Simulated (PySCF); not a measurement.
C6H4FN.
SMILES: `C(C#CC(=C)C#N)F`

Method: PySCF, PBE0/6-31G* geometry optimisation, gas phase.

Masses are those of the commonest isotopes; rigid-rotor values at the optimised geometry. 

Q: Give the principal moments of inertia and the rotational constants in cm⁻¹.

A: Ia = 98.46, Ib = 601.00, Ic = 696.25 u·Å²; 505379 MHz·u·Å²/I gives 5133, 840.9 and 725.9 MHz, that is A = 0.17122, B = 0.02805, C = 0.02421 cm⁻¹.

Q: What kind of rotor is it?

A: A near-prolate asymmetric top; Ray's κ = -0.948.

Q: Is it planar, by Δ = Ic − Ia − Ib?

A: Not planar: Δ = Ic − Ia − Ib = -3.21 u·Å². For a rigid frame Δ = −2 Σ m c², so Σ m c² = 1.60 u·Å² lies off the ab plane: 1.59 from hydrogen and 0.01 from heavier atoms. The atom farthest from that plane is 0.91 Å away.

Q: Which lines would a microwave search look for?

A: The dipole components are |μa| = 1.67 D, |μb| = 1.60 D, |μc| = 0.05 D. The squared components, which scale the intensities, stand as 1.00 : 0.92 : 0.00 (a : b : c). Some lines, for components of 0.1 D or more:

```
type  branch         J(Ka,Kc)    MHz  lower level (cm⁻¹)
   a       Q  2(1,1) ← 2(1,2)    345               0.296
   b       R  3(0,3) ← 2(1,2)    512               0.296
   a       R  2(1,2) ← 1(1,1)   3018               0.195
   a       R  2(0,2) ← 1(0,1)   3131               0.052
   b       Q  1(1,0) ← 1(0,1)   4407               0.052
   b       Q  2(1,1) ← 2(0,2)   4524               0.157
   a       R  3(1,3) ← 2(1,2)   4526               0.296
   a       R  3(2,2) ← 2(2,1)   4700               0.737
   b       Q  4(1,3) ← 4(0,4)   4953               0.521
   b       R  1(1,1) ← 0(0,0)   5859               0.000
   a       R  4(1,4) ← 3(1,3)   6032               0.447
   a       R  4(0,4) ← 3(0,3)   6244               0.313
   a       R  4(3,2) ← 3(3,1)   6271               1.619
   a       R  4(2,2) ← 3(2,1)   6288               0.894
   b       R  2(1,2) ← 1(0,1)   7310               0.052
   b       R  3(1,3) ← 2(0,2)   8706               0.157
   b       R  4(1,4) ← 3(0,3)  10047               0.313
   b       Q  4(2,2) ← 4(1,3)  12512               0.687
   b       Q  2(2,0) ← 2(1,1)  12878               0.308
   b       R  3(2,1) ← 2(1,2)  17933               0.296
   b       Q  3(3,0) ← 3(2,1)  21738               0.894
   b       Q  3(3,1) ← 3(2,2)  21749               0.894
   b       R  3(3,0) ← 2(2,1)  26449               0.737
   b       R  4(3,2) ← 3(2,1)  28009               0.894
   b       Q  4(4,0) ← 4(3,1)  30442               1.829
   b       R  4(4,1) ← 3(3,0)  36714               1.619
```

No PBE0/6-31G* frequencies stand behind this structure, so it isn't proved a minimum. These are rigid-rotor constants of the computed structure; measured ground-state constants (B0) also hold zero-point vibration. Quadrupole hyperfine structure (14N) is left out.
